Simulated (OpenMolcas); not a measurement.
**Mn3+: moving or changing the point charges**

Mn3+ among 6 point charges of -2.2 e arranged as a tetragonal octahedron (D4h), 1.9 Å from the ion, with the axial distance 2.071 Å.
```
   1.9000    0.0000    0.0000  -2.20
   0.0000    1.9000    0.0000  -2.20
  -1.9000    0.0000    0.0000  -2.20
   0.0000   -1.9000    0.0000  -2.20
   0.0000    0.0000    2.0710  -2.20
   0.0000    0.0000   -2.0710  -2.20
```

```
Program             : OpenMolcas 26.06
Method              : CASSCF
Basis               : ANO-RCC-VDZP [5s4p2d1f]
Scalar Hamiltonian  : DKH2, point nucleus
Active space        : 4 electrons in 5 orbitals (3d)
State averaging     : 2S+1 = 5 even, 5 roots; 2S+1 = 3 even, 45 roots; 2S+1 = 1 even, 50 roots
Spin-orbit coupling : RASSI with atomic mean-field integrals over the reference wave functions
```

Runs around this geometry, states (labels of D4, the rotations of D4h). Energies in cm-1 above the lowest state or level, χT in cm3 K/mol.

```json
{"R (Å)": "1.9", "q (e)": "-1.1", "Axial / equatorial distance": "1.09", "Ground state": "5B1", "First state of that spin": "5A1 1904", "First gap with spin-orbit (degeneracies)": "0.4 (1, 1)", "χT at 300 K": "2.683", "First state of another spin": "3E 23375"}
{"R (Å)": "1.76", "q (e)": "-2.2", "Axial / equatorial distance": "1.09", "Ground state": "5B1", "First state of that spin": "5A1 4714", "First gap with spin-orbit (degeneracies)": "0.1 (1, 1)", "χT at 300 K": "2.891", "First state of another spin": "3E 20988"}
{"R (Å)": "1.9", "q (e)": "-2.2", "Axial / equatorial distance": "1.09", "Ground state": "5B1", "First state of that spin": "5A1 3748", "First gap with spin-orbit (degeneracies)": "0.1 (1, 1)", "χT at 300 K": "2.841", "First state of another spin": "3E 22329"}
{"R (Å)": "2.06", "q (e)": "-2.2", "Axial / equatorial distance": "1.09", "Ground state": "5B1", "First state of that spin": "5A1 2944", "First gap with spin-orbit (degeneracies)": "0.2 (1, 1)", "χT at 300 K": "2.766", "First state of another spin": "3E 23192"}
{"R (Å)": "1.9", "q (e)": "-2.2", "Axial / equatorial distance": "1.18", "Ground state": "5B1", "First state of that spin": "5B2 4728", "First gap with spin-orbit (degeneracies)": "0.1 (1, 1)", "χT at 300 K": "2.844", "First state of another spin": "3E 23500"}
```

Taking the first state of the same spin as R^-n, n = -ln(2944 / 4714) / ln(2.06 / 1.76) = 3.0 between the shortest and longest distance.

Scaling the charges by -1.1 / -2.2 = 0.50 scales the first state of the same spin by 1904 / 3748 = 0.51; with fixed orbitals a first-order splitting would follow the charge.

Without dynamic correlation the repulsion within the d shell is too large (B by tens of per cent), so at a given field states of lower spin stand too high. The ground term spreads over less than 5000 cm-1, several times less than with real ligands, so orbital moments are less quenched and χT lies further from the spin-only value than at real sites (holds for R = 1.9, q = -1.1, ratio = 1.09). Point charges carry no covalency, so the field is a model and not that of real ligands. No measured value stands beside these numbers.
